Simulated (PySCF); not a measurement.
GeHFBr₂, SMILES [F][GeH]([Br])[Br]. Atoms are numbered in the order given.

```xyz
5

Ge     0.3540    -0.6556     0.0000
F     -0.7363    -2.0066     0.0000
Br    -0.0926     0.5749    -1.8881
Br    -0.0926     0.5749     1.8881
H      1.7845    -1.2006     0.0000
```
Charge 0, spin multiplicity 1.

Coordinates come from a B3LYP-D3(BJ)/def2-SVP optimisation. The structure was generated by enumeration, and PubChem lists no compound with its InChIKey, so it may never have been made.

Calculation: PySCF with PBE/def2-TZVP.

Isolated molecule, no solvent.

```
Property                                                                                                       Result
---------------------------------------------------------------------------------------------  ----------------------
total energy                                                                                      -7324.74884 hartree
point group                                                                                                        Cs
highest occupied level                                                                                       -7.56 eV
lowest empty level                                                                                           -2.78 eV
orbital gap                                                                                                   4.78 eV
dipole moment                                                                                                  1.59 D
quadrupole, principal values (traceless, Buckingham form, about the centre of nuclear charge)   -5.37, 0.96, 4.41 D·Å
mean static polarisability                                                                      69.3 bohr³ (10.27 Å³)
polarisability, principal values                                                               53.0, 65.1, 89.7 bohr³
```
